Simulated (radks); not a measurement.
Values are calculated unless marked as measured or tabulated.
Charge is removed step by step from the 3p level of Ti+, starting from [Ar] 3d2 4s1. Level of theory: non-relativistic Kohn-Sham, PBEsol, spin-unpolarised, spherical densities, point nucleus (a radial shooting solver on a logarithmic mesh with Libxc functionals).

| removed (e) | E - E(0) (eV) | eigenvalue (eV) | E minus straight line (eV) |
|---|---|---|---|
| 0 | 0.000 | -45.978 | 0.000 |
| 0.25 | 11.955 | -49.691 | -1.466 |
| 0.5 | 24.860 | -53.580 | -1.981 |
| 0.75 | 38.757 | -57.621 | -1.504 |
| 1 | 53.681 | -61.793 | 0.000 |

Removing the whole electron costs 53.681 eV by Delta-SCF, against 45.978 eV from minus the eigenvalue at the starting occupation. Slater's transition state (half an electron removed) gives 53.580 eV. Integrating minus the eigenvalue over the occupation (Janak's theorem) gives 53.681 eV. The mean slope of the eigenvalue, de/dn, is 15.8 eV per electron.
